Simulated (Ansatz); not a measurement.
A short molecular-dynamics run on Br₂ClHSi (`Cl[SiH](Br)Br`).

```yaml
crystal:
  periodic: [false, false, false]
  atoms:
    - {symbol: Cl, position_ang: [0.456293, 0.622006, 1.858318]}
    - {symbol: Si, position_ang: [0.013629, -0.140732, 0.027450]}
    - {symbol: Br, position_ang: [1.553992, 0.464696, -1.417522]}
    - {symbol: Br, position_ang: [-1.954545, 0.589226, -0.621135]}
    - {symbol: H, position_ang: [-0.019368, -1.608797, 0.111589]}
basis:
  gaussian: {orbitals: "6-31G*"}
hamiltonian: {xc: {name: r2SCAN}, dispersion: d4}
md: {timestep: 0.5 fs, n_steps: 30, ensemble: nvt_langevin, temperature: 300, initial_velocities: maxwell_boltzmann, friction: 0.01, seed: 176}
```

```sh
$ ansatz run in.yaml --threads 4 --pin off --events-out ev --progress --plain --max-ram 10444MiB
```

```json
{"step": "0", "time (fs)": "0.0", "potential energy (eV)": "-160493.1328", "kinetic (eV)": "0.1551", "T (K)": "240", "conserved (eV)": "–"}
{"step": "1", "time (fs)": "0.5", "potential energy (eV)": "-160493.1320", "kinetic (eV)": "0.1544", "T (K)": "239", "conserved (eV)": "–"}
{"step": "2", "time (fs)": "1.0", "potential energy (eV)": "-160493.1288", "kinetic (eV)": "0.1400", "T (K)": "217", "conserved (eV)": "–"}
{"step": "3", "time (fs)": "1.5", "potential energy (eV)": "-160493.1241", "kinetic (eV)": "0.1279", "T (K)": "198", "conserved (eV)": "–"}
{"step": "4", "time (fs)": "2.0", "potential energy (eV)": "-160493.1195", "kinetic (eV)": "0.1053", "T (K)": "163", "conserved (eV)": "–"}
{"step": "5", "time (fs)": "2.5", "potential energy (eV)": "-160493.1155", "kinetic (eV)": "0.1051", "T (K)": "163", "conserved (eV)": "–"}
{"step": "6", "time (fs)": "3.0", "potential energy (eV)": "-160493.1129", "kinetic (eV)": "0.1007", "T (K)": "156", "conserved (eV)": "–"}
{"step": "7", "time (fs)": "3.5", "potential energy (eV)": "-160493.1119", "kinetic (eV)": "0.1046", "T (K)": "162", "conserved (eV)": "–"}
{"step": "8", "time (fs)": "4.0", "potential energy (eV)": "-160493.1126", "kinetic (eV)": "0.1115", "T (K)": "173", "conserved (eV)": "–"}
{"step": "9", "time (fs)": "4.5", "potential energy (eV)": "-160493.1151", "kinetic (eV)": "0.1050", "T (K)": "162", "conserved (eV)": "–"}
{"step": "10", "time (fs)": "5.0", "potential energy (eV)": "-160493.1188", "kinetic (eV)": "0.1149", "T (K)": "178", "conserved (eV)": "–"}
{"step": "11", "time (fs)": "5.5", "potential energy (eV)": "-160493.1228", "kinetic (eV)": "0.1076", "T (K)": "167", "conserved (eV)": "–"}
{"step": "12", "time (fs)": "6.0", "potential energy (eV)": "-160493.1260", "kinetic (eV)": "0.1111", "T (K)": "172", "conserved (eV)": "–"}
{"step": "13", "time (fs)": "6.5", "potential energy (eV)": "-160493.1276", "kinetic (eV)": "0.1200", "T (K)": "186", "conserved (eV)": "–"}
{"step": "14", "time (fs)": "7.0", "potential energy (eV)": "-160493.1272", "kinetic (eV)": "0.1341", "T (K)": "208", "conserved (eV)": "–"}
{"step": "15", "time (fs)": "7.5", "potential energy (eV)": "-160493.1245", "kinetic (eV)": "0.1358", "T (K)": "210", "conserved (eV)": "–"}
{"step": "16", "time (fs)": "8.0", "potential energy (eV)": "-160493.1201", "kinetic (eV)": "0.1340", "T (K)": "207", "conserved (eV)": "–"}
{"step": "17", "time (fs)": "8.5", "potential energy (eV)": "-160493.1149", "kinetic (eV)": "0.1209", "T (K)": "187", "conserved (eV)": "–"}
{"step": "18", "time (fs)": "9.0", "potential energy (eV)": "-160493.1090", "kinetic (eV)": "0.1160", "T (K)": "180", "conserved (eV)": "–"}
{"step": "19", "time (fs)": "9.5", "potential energy (eV)": "-160493.1030", "kinetic (eV)": "0.0995", "T (K)": "154", "conserved (eV)": "–"}
{"step": "20", "time (fs)": "10.0", "potential energy (eV)": "-160493.0978", "kinetic (eV)": "0.1079", "T (K)": "167", "conserved (eV)": "–"}
{"step": "21", "time (fs)": "10.5", "potential energy (eV)": "-160493.0947", "kinetic (eV)": "0.0994", "T (K)": "154", "conserved (eV)": "–"}
{"step": "22", "time (fs)": "11.0", "potential energy (eV)": "-160493.0938", "kinetic (eV)": "0.1033", "T (K)": "160", "conserved (eV)": "–"}
{"step": "23", "time (fs)": "11.5", "potential energy (eV)": "-160493.0944", "kinetic (eV)": "0.1062", "T (K)": "164", "conserved (eV)": "–"}
{"step": "24", "time (fs)": "12.0", "potential energy (eV)": "-160493.0960", "kinetic (eV)": "0.1087", "T (K)": "168", "conserved (eV)": "–"}
{"step": "25", "time (fs)": "12.5", "potential energy (eV)": "-160493.0993", "kinetic (eV)": "0.1243", "T (K)": "192", "conserved (eV)": "–"}
{"step": "26", "time (fs)": "13.0", "potential energy (eV)": "-160493.1033", "kinetic (eV)": "0.1322", "T (K)": "204", "conserved (eV)": "–"}
{"step": "27", "time (fs)": "13.5", "potential energy (eV)": "-160493.1065", "kinetic (eV)": "0.1459", "T (K)": "226", "conserved (eV)": "–"}
{"step": "28", "time (fs)": "14.0", "potential energy (eV)": "-160493.1072", "kinetic (eV)": "0.1332", "T (K)": "206", "conserved (eV)": "–"}
{"step": "29", "time (fs)": "14.5", "potential energy (eV)": "-160493.1050", "kinetic (eV)": "0.1306", "T (K)": "202", "conserved (eV)": "–"}
{"step": "30", "time (fs)": "15.0", "potential energy (eV)": "-160493.0997", "kinetic (eV)": "0.1317", "T (K)": "204", "conserved (eV)": "–"}
```

Velocities are drawn at the set temperature; a run this short doesn't reach equilibrium.

Frames (Å, forces in eV/Å):

```xyz
5
time=0.0 fs
Cl    0.456    0.622    1.858    0.077    0.099    0.324
Si    0.014   -0.141    0.027   -0.031   -0.127   -0.117
Br    1.554    0.465   -1.418    0.181    0.044   -0.160
Br   -1.955    0.589   -0.621   -0.229    0.059   -0.066
H    -0.019   -1.609    0.112    0.002   -0.075    0.020
5
time=0.5 fs
Cl    0.455    0.622    1.859    0.071    0.088    0.295
Si    0.014   -0.144    0.027   -0.021    0.128   -0.107
Br    1.555    0.466   -1.417    0.162    0.029   -0.144
Br   -1.955    0.589   -0.622   -0.204    0.039   -0.061
H    -0.016   -1.602    0.117   -0.008   -0.284    0.017
5
time=1.0 fs
Cl    0.454    0.621    1.860    0.067    0.080    0.271
Si    0.014   -0.148    0.027   -0.012    0.382   -0.102
Br    1.555    0.467   -1.418    0.141    0.013   -0.127
Br   -1.956    0.589   -0.622   -0.180    0.020   -0.056
H    -0.013   -1.595    0.123   -0.016   -0.496    0.015
5
time=1.5 fs
Cl    0.452    0.620    1.861    0.063    0.073    0.250
Si    0.014   -0.151    0.027   -0.002    0.612   -0.101
Br    1.556    0.468   -1.418    0.120   -0.003   -0.110
Br   -1.956    0.589   -0.622   -0.158    0.003   -0.052
H    -0.010   -1.589    0.129   -0.023   -0.686    0.014
5
time=2.0 fs
Cl    0.451    0.619    1.861    0.060    0.067    0.230
Si    0.013   -0.154    0.026    0.009    0.791   -0.101
Br    1.557    0.469   -1.418    0.098   -0.018   -0.092
Br   -1.957    0.589   -0.622   -0.139   -0.013   -0.049
H    -0.008   -1.585    0.134   -0.028   -0.826    0.011
5
time=2.5 fs
Cl    0.450    0.619    1.862    0.057    0.060    0.211
Si    0.013   -0.157    0.026    0.019    0.927   -0.099
Br    1.557    0.471   -1.418    0.077   -0.033   -0.074
Br   -1.957    0.589   -0.622   -0.122   -0.027   -0.046
H    -0.007   -1.583    0.139   -0.031   -0.926    0.008
5
time=3.0 fs
Cl    0.448    0.618    1.862    0.055    0.053    0.194
Si    0.013   -0.159    0.026    0.027    1.020   -0.097
Br    1.558    0.472   -1.418    0.057   -0.048   -0.056
Br   -1.958    0.589   -0.622   -0.106   -0.040   -0.044
H    -0.006   -1.583    0.143   -0.033   -0.985    0.003
5
time=3.5 fs
Cl    0.447    0.617    1.863    0.053    0.045    0.175
Si    0.013   -0.162    0.026    0.034    1.069   -0.093
Br    1.558    0.473   -1.419    0.037   -0.063   -0.037
Br   -1.958    0.589   -0.622   -0.090   -0.052   -0.041
H    -0.005   -1.585    0.147   -0.033   -0.999   -0.003
5
time=4.0 fs
Cl    0.445    0.616    1.864    0.049    0.035    0.150
Si    0.012   -0.165    0.026    0.045    1.075   -0.080
Br    1.559    0.474   -1.419    0.015   -0.078   -0.017
Br   -1.959    0.589   -0.622   -0.075   -0.065   -0.038
H    -0.004   -1.589    0.151   -0.033   -0.968   -0.014
5
time=4.5 fs
Cl    0.444    0.616    1.865    0.045    0.025    0.124
Si    0.012   -0.167    0.026    0.058    1.031   -0.060
Br    1.559    0.475   -1.420   -0.008   -0.094    0.003
Br   -1.959    0.588   -0.623   -0.063   -0.075   -0.036
H    -0.004   -1.594    0.156   -0.032   -0.887   -0.030
5
time=5.0 fs
Cl    0.443    0.615    1.866    0.041    0.014    0.097
Si    0.011   -0.170    0.025    0.069    0.936   -0.033
Br    1.560    0.476   -1.420   -0.029   -0.109    0.022
Br   -1.960    0.588   -0.623   -0.051   -0.085   -0.035
H    -0.004   -1.602    0.160   -0.029   -0.756   -0.051
5
time=5.5 fs
Cl    0.441    0.614    1.867    0.036    0.003    0.070
Si    0.011   -0.172    0.025    0.076    0.803   -0.001
Br    1.560    0.477   -1.421   -0.047   -0.123    0.039
Br   -1.960    0.588   -0.623   -0.040   -0.094   -0.033
H    -0.005   -1.611    0.164   -0.026   -0.589   -0.074
5
time=6.0 fs
Cl    0.440    0.613    1.868    0.033   -0.008    0.044
Si    0.011   -0.174    0.024    0.083    0.649    0.032
Br    1.561    0.479   -1.421   -0.064   -0.135    0.055
Br   -1.961    0.588   -0.623   -0.027   -0.104   -0.032
H    -0.004   -1.622    0.168   -0.024   -0.402   -0.099
5
time=6.5 fs
Cl    0.439    0.613    1.869    0.028   -0.020    0.019
Si    0.010   -0.176    0.024    0.092    0.480    0.065
Br    1.561    0.480   -1.421   -0.081   -0.146    0.069
Br   -1.961    0.588   -0.623   -0.014   -0.115   -0.029
H    -0.002   -1.634    0.171   -0.025   -0.199   -0.125
5
time=7.0 fs
Cl    0.438    0.612    1.870    0.022   -0.033   -0.009
Si    0.010   -0.178    0.023    0.105    0.309    0.100
Br    1.562    0.481   -1.422   -0.098   -0.156    0.084
Br   -1.961    0.588   -0.623    0.000   -0.128   -0.026
H     0.002   -1.646    0.174   -0.030    0.008   -0.150
5
time=7.5 fs
Cl    0.437    0.611    1.871    0.016   -0.048   -0.039
Si    0.010   -0.181    0.023    0.121    0.148    0.134
Br    1.563    0.482   -1.422   -0.116   -0.166    0.099
Br   -1.962    0.588   -0.623    0.014   -0.141   -0.022
H     0.005   -1.659    0.175   -0.035    0.206   -0.172
5
time=8.0 fs
Cl    0.436    0.610    1.872    0.010   -0.065   -0.070
Si    0.010   -0.183    0.022    0.134    0.010    0.164
Br    1.564    0.483   -1.423   -0.133   -0.175    0.115
Br   -1.962    0.587   -0.623    0.028   -0.152   -0.019
H     0.008   -1.671    0.175   -0.039    0.382   -0.190
5
time=8.5 fs
Cl    0.434    0.609    1.873    0.004   -0.083   -0.101
Si    0.010   -0.185    0.021    0.142   -0.100    0.190
Br    1.564    0.484   -1.423   -0.148   -0.184    0.129
Br   -1.963    0.587   -0.623    0.042   -0.162   -0.016
H     0.010   -1.682    0.174   -0.041    0.529   -0.202
5
time=9.0 fs
Cl    0.433    0.608    1.874   -0.001   -0.101   -0.131
Si    0.010   -0.188    0.020    0.150   -0.194    0.212
Br    1.565    0.485   -1.423   -0.162   -0.191    0.142
Br   -1.963    0.587   -0.624    0.055   -0.170   -0.012
H     0.011   -1.692    0.173   -0.043    0.656   -0.211
5
time=9.5 fs
Cl    0.432    0.607    1.876   -0.006   -0.119   -0.160
Si    0.010   -0.189    0.020    0.158   -0.272    0.229
Br    1.566    0.487   -1.424   -0.175   -0.198    0.155
Br   -1.964    0.586   -0.624    0.068   -0.179   -0.009
H     0.013   -1.701    0.170   -0.045    0.767   -0.215
5
time=10.0 fs
Cl    0.431    0.606    1.877   -0.011   -0.137   -0.190
Si    0.010   -0.191    0.019    0.160   -0.318    0.243
Br    1.567    0.488   -1.424   -0.188   -0.204    0.168
Br   -1.964    0.586   -0.624    0.084   -0.187   -0.005
H     0.014   -1.708    0.168   -0.046    0.846   -0.216
5
time=10.5 fs
Cl    0.430    0.606    1.878   -0.016   -0.157   -0.223
Si    0.011   -0.193    0.019    0.160   -0.316    0.255
Br    1.568    0.488   -1.424   -0.199   -0.209    0.179
Br   -1.965    0.586   -0.624    0.102   -0.197    0.000
H     0.016   -1.712    0.164   -0.046    0.878   -0.211
5
time=11.0 fs
Cl    0.429    0.605    1.880   -0.022   -0.177   -0.258
Si    0.011   -0.195    0.018    0.159   -0.274    0.264
Br    1.570    0.489   -1.424   -0.209   -0.214    0.190
Br   -1.965    0.585   -0.625    0.120   -0.206    0.005
H     0.017   -1.714    0.160   -0.048    0.872   -0.202
5
time=11.5 fs
Cl    0.428    0.605    1.881   -0.029   -0.199   -0.292
Si    0.012   -0.197    0.017    0.158   -0.206    0.268
Br    1.571    0.490   -1.424   -0.219   -0.218    0.200
Br   -1.966    0.585   -0.625    0.138   -0.215    0.011
H     0.019   -1.714    0.154   -0.049    0.838   -0.187
5
time=12.0 fs
Cl    0.427    0.604    1.883   -0.035   -0.220   -0.323
Si    0.012   -0.199    0.017    0.156   -0.118    0.264
Br    1.572    0.491   -1.424   -0.229   -0.222    0.211
Br   -1.966    0.585   -0.625    0.158   -0.224    0.018
H     0.020   -1.713    0.148   -0.049    0.784   -0.169
5
time=12.5 fs
Cl    0.426    0.603    1.884   -0.040   -0.240   -0.350
Si    0.013   -0.201    0.017    0.154    0.014    0.247
Br    1.573    0.491   -1.424   -0.241   -0.225    0.223
Br   -1.967    0.584   -0.626    0.177   -0.233    0.025
H     0.021   -1.709    0.140   -0.050    0.685   -0.145
5
time=13.0 fs
Cl    0.425    0.602    1.886   -0.045   -0.260   -0.375
Si    0.013   -0.203    0.017    0.156    0.198    0.222
Br    1.575    0.492   -1.424   -0.254   -0.230    0.237
Br   -1.967    0.584   -0.626    0.196   -0.242    0.032
H     0.022   -1.703    0.132   -0.052    0.534   -0.116
5
time=13.5 fs
Cl    0.424    0.601    1.887   -0.051   -0.279   -0.399
Si    0.013   -0.206    0.017    0.159    0.427    0.195
Br    1.576    0.493   -1.424   -0.269   -0.234    0.251
Br   -1.968    0.584   -0.627    0.214   -0.251    0.040
H     0.024   -1.694    0.124   -0.054    0.337   -0.087
5
time=14.0 fs
Cl    0.424    0.600    1.888   -0.056   -0.296   -0.422
Si    0.013   -0.208    0.017    0.161    0.687    0.167
Br    1.578    0.493   -1.424   -0.282   -0.238    0.264
Br   -1.968    0.583   -0.628    0.233   -0.260    0.047
H     0.026   -1.684    0.116   -0.056    0.108   -0.057
5
time=14.5 fs
Cl    0.423    0.599    1.890   -0.061   -0.314   -0.445
Si    0.014   -0.210    0.017    0.165    0.955    0.142
Br    1.579    0.493   -1.424   -0.296   -0.241    0.278
Br   -1.969    0.583   -0.628    0.249   -0.268    0.054
H     0.028   -1.674    0.108   -0.057   -0.132   -0.029
5
time=15.0 fs
Cl    0.422    0.598    1.891   -0.066   -0.331   -0.469
Si    0.014   -0.212    0.016    0.170    1.223    0.120
Br    1.581    0.493   -1.424   -0.310   -0.245    0.292
Br   -1.969    0.582   -0.629    0.263   -0.275    0.059
H     0.030   -1.665    0.101   -0.058   -0.372   -0.003
```

Run time 91 s (4 threads of an Arm Neoverse V1 on a shared host); peak host memory 0.39 GiB.
